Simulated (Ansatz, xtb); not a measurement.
**Relative energy of two isomers of C3H9FGe**

We compare I, `C[C](C)(F)[GeH3]`, a singlet, with II, `C[C@@H](F)[CH2][GeH3]`, a singlet. Both are isolated molecules in the gas phase, relaxed with PBE-D3(BJ)/def2-SVP, each in the lowest conformer that the search found.

Energies in hartree; the thermal terms are from GFN2-xTB frequencies at re-optimised GFN2-xTB minima (ideal gas, soft modes damped towards free rotors, one conformer each, 298.15 K, 1 atm) and include the zero-point energy:

```
                               I            II
E, CCSD(T)/def2-SVP  −2294.135386  −2294.141850
    E, MP2/def2-SVP  −2294.058420  −2294.065093
  E, MP2/def2-TZVPP  −2294.764794  −2294.770624
  zero-point energy      0.105080      0.106356
       H(298 K) − E      0.114172      0.114930
       G(298 K) − E      0.072670      0.074130
```

Q: Correct the CCSD(T) difference for the basis set by the MP2 change, then work out ΔE, ΔE₀, ΔH and ΔG for I → II in kcal/mol (1 Eh = 627.51 kcal/mol) and the equilibrium ratio [II]/[I].

A: 1. Differences II − I: CCSD(T) −0.006464, MP2 in the small set −0.006673, MP2 in the large set −0.005830 Eh.
2. ΔE = −0.006464 + (−0.005830 − (−0.006673)) = −0.005621 Eh = −3.53 kcal/mol.
3. ΔE₀ = ΔE + ΔZPE = −0.005621 + (+0.001276) Eh = −2.73 kcal/mol.
4. ΔH = ΔE + (+0.000758) Eh = −3.05 kcal/mol.
5. ΔG = ΔE + (+0.001460) Eh = −2.61 kcal/mol, so ΔS = (ΔH − ΔG)/T = −6.2 J/(mol K).
6. kT = 0.9442 mEh, so K = [II]/[I] = exp(−ΔG/kT) = exp(+4.41) ≈ 82.

Structure II is favoured at this temperature. An error of 1 kcal/mol in ΔG would change K by a factor of 5.4. Mirror images and further conformers aren't counted.

As drawn, both hold the same kinds of bond in the same numbers. Structure I has 2 methyl groups, II 1.

Other levels gave ΔE = −2.0 (GFN2-xTB); −5.3 (HF/STO-3G, GFN2-xTB geometries); −2.5 (r2SCAN-D4/def2-SVP, GFN2-xTB geometries); −2.9 (PBE-D3(BJ)/def2-SVP); −6.1 (HF/def2-SVP); −4.2 (MP2/def2-SVP); −4.1 (CCSD(T)/def2-SVP) kcal/mol. The correlated steps freeze 13 core orbitals; the filled d shell of Ge is correlated, in a basis made for valence electrons. Programs: Ansatz 0.2.0, xtb 6.7.1.
